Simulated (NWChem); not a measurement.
System: CCl$_{2}$F, doublet; SMILES Cl[C](F)Cl

Here is an NWChem input.

```
start job
memory heap 200 mb stack 900 mb global 1100 mb
geometry units angstroms noautoz
  F      1.603104    -0.080285     0.000000
  C      0.339984     0.325586     0.000000
  Cl    -0.489238    -0.041916    -1.488069
  Cl    -0.489238    -0.041916     1.488069
end
basis spherical
  F library def2-svp
  C library def2-svp
  Cl library def2-svp
end
dft
  odft
  mult 2
  xc becke88 lyp
  iterations 150
  mulliken
end
task dft energy
```

In the optimisation the excess spin sits in a' (Cs, its own frame). All runs use the structure optimised with B3LYP/6-31G* (spherical d), spin-unrestricted. No stability test was run on the SCF state.

Question: What results follow from this input? (BLYP/def2-SVP, spin-unrestricted.) Quantities: energy (Ha); highest occupied level (eV); lowest empty minus highest occupied level, either spin (eV); dipole (D); <S²>.

Answer: The energy (Ha) is -1057.85 and the highest occupied level (eV) comes out as -4.97. The lowest empty minus highest occupied level, either spin (eV) is 1.72, the dipole (D) is 0.38 and the <S²> is 0.752.
